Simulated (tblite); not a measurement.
Compound: C4H11B3Cl2.
Atom-mapped SMILES: `[BH2:1][CH2:2][C@@H:3]([BH:4][B:5]([Cl:6])[Cl:7])[CH2:8][CH3:9]` (hydrogens: H10, H11 on B1; H12, H13 on C2; H14 on C3; H15 on B4; H16, H17 on C8; H18, H19, H20 on C9)

Computed with GFN2-xTB (tblite), gas phase: L-BFGS steps from a force-field or distance-geometry start until the largest atomic force falls under 0.01 eV/Å.

At the end of the run (lengths in Å): B5–Cl6 1.735, B5–Cl7 1.735, C2–C3 1.561, C9–H18 1.088, C2–H13 1.091, C9–H20 1.097, C8–C9 1.521, C2–C3–B4 99.9°, B4–C3–C8 117.3°, B1–C2–C3 112.9°, C2–C3–C8 109.2°, B1–C2–C3–B4 169°, C2–C3–B4–B5 90°, C3–B4–B5–Cl6 99°, H15–B4–C3–C2 -87°, H14–C3–B4–B5 -156°.

Problem. These geometries were met on the way; a selection of coordinates is given. Order them by energy above the end point, lowest first.
A. B5–Cl6 1.863, B5–Cl7 1.841, C2–C3 1.479, C9–H18 1.134, C2–H13 1.131, C9–H20 1.135, C8–C9 1.483, C2–C3–B4 110.0°, B4–C3–C8 106.6°, B1–C2–C3 111.3°, C2–C3–C8 115.5°, B1–C2–C3–B4 180°, C2–C3–B4–B5 127°, C3–B4–B5–Cl6 101°, H15–B4–C3–C2 -27°, H14–C3–B4–B5 -117°
B. B5–Cl6 1.710, B5–Cl7 1.721, C2–C3 1.536, C9–H18 1.090, C2–H13 1.090, C9–H20 1.089, C8–C9 1.516, C2–C3–B4 109.2°, B4–C3–C8 107.4°, B1–C2–C3 118.3°, C2–C3–C8 113.0°, B1–C2–C3–B4 175°, C2–C3–B4–B5 133°, C3–B4–B5–Cl6 87°, H15–B4–C3–C2 -39°, H14–C3–B4–B5 -110°
C. B5–Cl6 1.738, B5–Cl7 1.736, C2–C3 1.554, C9–H18 1.090, C2–H13 1.089, C9–H20 1.090, C8–C9 1.526, C2–C3–B4 112.8°, B4–C3–C8 114.5°, B1–C2–C3 119.2°, C2–C3–C8 110.8°, B1–C2–C3–B4 162°, C2–C3–B4–B5 130°, C3–B4–B5–Cl6 93°, H15–B4–C3–C2 -52°, H14–C3–B4–B5 -114°
D. B5–Cl6 1.737, B5–Cl7 1.741, C2–C3 1.549, C9–H18 1.090, C2–H13 1.089, C9–H20 1.089, C8–C9 1.530, C2–C3–B4 110.7°, B4–C3–C8 112.8°, B1–C2–C3 120.3°, C2–C3–C8 112.8°, B1–C2–C3–B4 170°, C2–C3–B4–B5 134°, C3–B4–B5–Cl6 86°, H15–B4–C3–C2 -42°, H14–C3–B4–B5 -110°
E. B5–Cl6 1.759, B5–Cl7 1.758, C2–C3 1.560, C9–H18 1.068, C2–H13 1.081, C9–H20 1.076, C8–C9 1.531, C2–C3–B4 109.8°, B4–C3–C8 106.5°, B1–C2–C3 114.0°, C2–C3–C8 112.3°, B1–C2–C3–B4 178°, C2–C3–B4–B5 128°, C3–B4–B5–Cl6 94°, H15–B4–C3–C2 -34°, H14–C3–B4–B5 -113°

Solution. C (0.122 eV), D (0.205 eV), B (0.333 eV), E (0.591 eV), A (1.361 eV).

```tsv
step	E above end (eV)	rms distance from the end, all atoms (Å)	largest force (eV/Å)	rms shift of all bonds from the end (Å)
26	0.122	0.527	0.318	0.005
16	0.205	0.584	0.277	0.006
5	0.333	0.612	0.457	0.011
2	0.591	0.618	1.126	0.015
0	1.361	0.626	2.592	0.050
```

Rows stand in the order of the answer.
